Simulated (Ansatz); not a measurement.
Species, as SMILES: Cl[Se]Cl.
Atoms: Se1, Cl2, Cl3. Bonds: Se1-Cl2, Se1-Cl3.

Basis-set convergence of the optimised Se1-Cl2 bond length at HF with Ansatz (a quantum-chemistry and plane-wave program). Cartesian d functions, on some or all atoms, in 3-21G, 6-31G, 6-31G**, 6-311G**; all else is spherical. The program fits the integrals of some runs and decomposes those of others, by size. No added dispersion term, no relativity. Reference: the value in pcseg-3, 2.1395 Å, itself unsure by roughly 0.0004 Å (its mean distance from def2-QZVPP, cc-pV(Q+d)Z). Deviations are taken from unrounded values. Cost is core time over that of 6-31G, rough, on shared machines of one kind; a dash marks a row that isn't timed (too short, read off another run, short of memory, by another algorithm or on other hardware). It counts the whole optimisation.

| basis | functions | optimised Se1-Cl2 bond length (Å) | minus reference (Å) | cost |
|---|---|---|---|---|
| STO-3G | 36 | 2.1956 | 0.0562 | - |
| pcseg-0 | 48 | 2.3289 | 0.1895 | 0.6× |
| 3-21G | 49 | 2.3126 | 0.1731 | - |
| 6-31G | 55 | 2.2750 | 0.1355 | 1× |
| pcseg-1 | 63 | 2.1707 | 0.0312 | 1× |
| def2-SVP | 68 | 2.1684 | 0.0289 | 0.9× |
| 6-31G** | 73 | 2.1552 | 0.0157 | 1× |
| 6-311G** | 98 | 2.1605 | 0.0211 | 2× |
| pcseg-2 | 111 | 2.1459 | 0.0064 | 2× |
| def2-TZVP | 122 | 2.1427 | 0.0032 | 3× |
| def2-TZVPP | 132 | 2.1427 | 0.0033 | 3× |
| pcseg-3 | 196 | 2.1395 | 0.0000 | 7× |
| def2-QZVP | 215 | 2.1393 | -0.0001 | 7× |
| def2-QZVPP | 229 | 2.1389 | -0.0006 | 20× |

The smallest set listed that lies within 0.01 Å of the reference with all its larger relatives (same family, alike in diffuse functions; a set with none counts only in the reference's own line) is pcseg-2 (111 functions, 2× in cost, 0.0064 Å off).
